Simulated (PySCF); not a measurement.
Radial density of O²⁺ (oxygen, charge +2)

r2SCAN, [He] 2s2 2p2, high-spin 3P determinant. All numbers are calculated (PySCF 2.14, no relativity, point nucleus, in 6-31G* (3s2p1d, 14 functions)).

```
r (bohr)  4πr²ρ (e/bohr)  4πr²(ρα − ρβ)
 0.00364         0.04817         0.0000
 0.00612          0.1330         0.0001
  0.0103          0.3545         0.0003
  0.0173          0.8920         0.0008
  0.0291           2.098         0.0021
  0.0490           4.325         0.0056
  0.0823           7.251         0.0185
   0.139           8.534         0.0823
   0.233           5.829         0.3617
   0.392           2.799         1.0570
   0.659           3.700         1.9186
    1.11           3.120         1.4146
    1.86          0.5408         0.2387
    3.14         0.02757         0.0131
```
